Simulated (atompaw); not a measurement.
aluminium (Al): one change to a PAW (atompaw) potential, before and after

* Element: aluminium
* Generator: atompaw 4.2.0.5
* Type: PAW
* Functional: PBEsol
* Relativity: scalar-relativistic
* Frozen core: [Ne]
* Valence charge: 3
* Reference configuration: 3s1 3p0 (charge +2)
* Partial waves: 3s (bound): rc 2.15 bohr; 3s channel at -0.85 Ry: rc 2.15 bohr; 3p (bound, empty): rc 2.15 bohr; 3p channel at 1 Ry: rc 2.15 bohr
* Local potential: ultrasoft scheme with l = 2 at 0.5 Ry, radius 1.40 bohr
* Core correction: smooth core density matched at 2.10 bohr
* Augmentation charge: sinc compensation charge, radius 1.85 bohr; PAW radius 2.15 bohr; waves and projectors: custom rrkj gramschmidtortho

All-electron outer shells of the reference configuration (PBEsol, scalar-relativistic, ld1.x):

```csv
shell,level (eV),outermost node (bohr),outermost maximum (bohr)
3s,-23.65,0.79,1.91
3p,-17.14,0.80,2.19
```

Change: augmentation sinc compensation charge, radius 1.85 bohr; PAW radius 2.15 bohr; waves and projectors: custom polynom gramschmidtortho.

Cutoffs: the cutoffs (Ry, on a coarse ladder) from which the occupation-weighted sum of valence levels, in a spherical-Bessel basis at the reference potential, stays within 10 and 1 mRy of its value at 400 Ry; they do not see the model core or the augmentation charge, which bear on the density cutoff.

Q: What does the change do?

A: Both files are very soft, the changed one slightly harder (loose and tight cutoff 6 and 8 Ry → 6 and 10 Ry on this coarse ladder); a bound ghost appears in s, which as a rule spoils a file; the range in which the s phases agree widens (upper end 2.0 → 4.8).

| quantity | base | changed |
| --- | --- | --- |
| cutoff, loose | 6 Ry | 6 Ry |
| cutoff, tight | 8 Ry | 10 Ry |
| bound ghosts | none | s |
| s: phases at 2.16 bohr within 0.05 rad from the reference energy up to (Ry; the scan ends near 5) | 2.0 | 4.8 |
| p: phases at 2.16 bohr within 0.05 rad from the reference energy up to (Ry; the scan ends near 5) | 4.4 | 3.6 |
| lowest overlap eigenvalue by channel | s 0.36, p 0.70 | s 0.03, p 0.60 |

 A true bound ghost makes a file unfit for plane-wave use even where its test errors are small: the radial tests pick states by their node count and pass the ghost by. The cutoffs see the waves, projectors and local potential, not the compensation charge or the core.
